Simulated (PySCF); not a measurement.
silene (CH4Si), SMILES C=[SiH2]. Atoms are numbered in the order given.

```xyz
6

C      0.0000     0.0000    -1.1520
Si     0.0000     0.0000     0.5489
H      0.0000    -0.9153    -1.7295
H      0.0000     0.9153    -1.7295
H      0.0000     1.2405     1.3431
H      0.0000    -1.2405     1.3431
```
Charge 0, spin multiplicity 1.

The structure is a stationary point at B3LYP-D3(BJ)/def2-TZVP.

The numbers are results of TDDFT-PBE/def2-TZVPD (PySCF), not measurements.

Vertical excitations.  State labels are in the subgroup C2v.

```csv
state,symmetry,energy (eV),λ (nm),f,main pairs
S1,A1,4.99,249,0.219,HOMO→LUMO 97 %
S2,B1,5.55,223,0.056,"HOMO→LUMO+2 71 %, HOMO→LUMO+1 29 %"
S3,B1,5.74,216,0.027,"HOMO→LUMO+1 65 %, HOMO→LUMO+2 27 %"
S4,B1,6.19,200,0.147,HOMO→LUMO+3 92 %
S5,A2,6.62,187,0.000,"HOMO−1→LUMO 64 %, HOMO→LUMO+4 36 %"
S6,B1,6.75,184,0.011,HOMO−2→LUMO 98 %
S7,A2,6.81,182,0.000,"HOMO→LUMO+4 64 %, HOMO−1→LUMO 36 %"
S8,B1,7.17,173,0.023,HOMO→LUMO+5 98 %
S9,A2,7.26,171,0.000,HOMO→LUMO+7 99 %
S10,B2,7.32,169,0.107,HOMO→LUMO+6 97 %
T1,A1,2.66,465,0,HOMO→LUMO 99 %
T2,B1,4.95,250,0,HOMO→LUMO+1 89 %
T3,B1,5.40,230,0,HOMO→LUMO+2 91 %
T4,B1,5.95,208,0,HOMO→LUMO+3 95 %
```
Triplets are in the Tamm–Dancoff approximation, which puts them higher than full response would, so one can lie above its singlet here.
